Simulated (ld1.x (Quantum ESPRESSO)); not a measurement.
# u(r) = r·R(r): atom against pseudo-atom (germanium (Ge))

Columns: radius, all-electron u(r) and pseudo u(r) of the 4s shell (level -11.73 eV) of germanium in the configuration [Ar] 3d10 4s2 4p2; PBE, scalar-relativistic, PAW scheme, ld1.x (Quantum ESPRESSO) 7.5.

```json
{"r (bohr)": "0.105", "all-electron": "-0.1693", "pseudo": "-0.0282"}
{"r (bohr)": "0.210", "all-electron": "-0.1089", "pseudo": "-0.0588"}
{"r (bohr)": "0.315", "all-electron": "0.1748", "pseudo": "-0.0938"}
{"r (bohr)": "0.420", "all-electron": "0.3326", "pseudo": "-0.1348"}
{"r (bohr)": "0.525", "all-electron": "0.3265", "pseudo": "-0.1828"}
{"r (bohr)": "0.630", "all-electron": "0.2140", "pseudo": "-0.2378"}
{"r (bohr)": "0.735", "all-electron": "0.0534", "pseudo": "-0.2992"}
{"r (bohr)": "0.840", "all-electron": "-0.1166", "pseudo": "-0.3654"}
{"r (bohr)": "0.945", "all-electron": "-0.2749", "pseudo": "-0.4342"}
{"r (bohr)": "1.050", "all-electron": "-0.4114", "pseudo": "-0.5030"}
{"r (bohr)": "1.155", "all-electron": "-0.5228", "pseudo": "-0.5686"}
{"r (bohr)": "1.260", "all-electron": "-0.6093", "pseudo": "-0.6280"}
{"r (bohr)": "1.365", "all-electron": "-0.6731", "pseudo": "-0.6785"}
{"r (bohr)": "1.470", "all-electron": "-0.7169", "pseudo": "-0.7176"}
{"r (bohr)": "1.575", "all-electron": "-0.7437", "pseudo": "-0.7437"}
{"r (bohr)": "1.680", "all-electron": "-0.7564", "pseudo": "-0.7564"}
{"r (bohr)": "1.785", "all-electron": "-0.7574", "pseudo": "-0.7574"}
{"r (bohr)": "1.890", "all-electron": "-0.7491", "pseudo": "-0.7491"}
{"r (bohr)": "1.995", "all-electron": "-0.7333", "pseudo": "-0.7333"}
{"r (bohr)": "2.100", "all-electron": "-0.7118", "pseudo": "-0.7118"}
{"r (bohr)": "2.205", "all-electron": "-0.6859", "pseudo": "-0.6859"}
{"r (bohr)": "2.310", "all-electron": "-0.6570", "pseudo": "-0.6570"}
{"r (bohr)": "2.415", "all-electron": "-0.6261", "pseudo": "-0.6261"}
{"r (bohr)": "2.520", "all-electron": "-0.5939", "pseudo": "-0.5939"}
{"r (bohr)": "2.625", "all-electron": "-0.5611", "pseudo": "-0.5611"}
{"r (bohr)": "2.730", "all-electron": "-0.5283", "pseudo": "-0.5283"}
```

(1) How many radial nodes do the two functions have?

(2) At about which radius was the pseudo-wave matched?

(3) Where does each function peak?

(4) Is the pseudo-wave norm-conserving?

Answers

(1) The all-electron 4s function has n − l − 1 = 3 (the table is too coarse to show those close to the nucleus); the pseudo-wave has 0, since the states of the same l below it are removed with the core.

(2) 1.60 bohr, where the columns begin to agree (steps of 0.10 bohr).

(3) Outermost all-electron maximum near 1.78 bohr, pseudo maximum near 1.78 bohr (to the table’s step).

(4) No, it belongs to a PAW set: the norm inside the radius is not constrained, and the difference is carried by the augmentation charge.
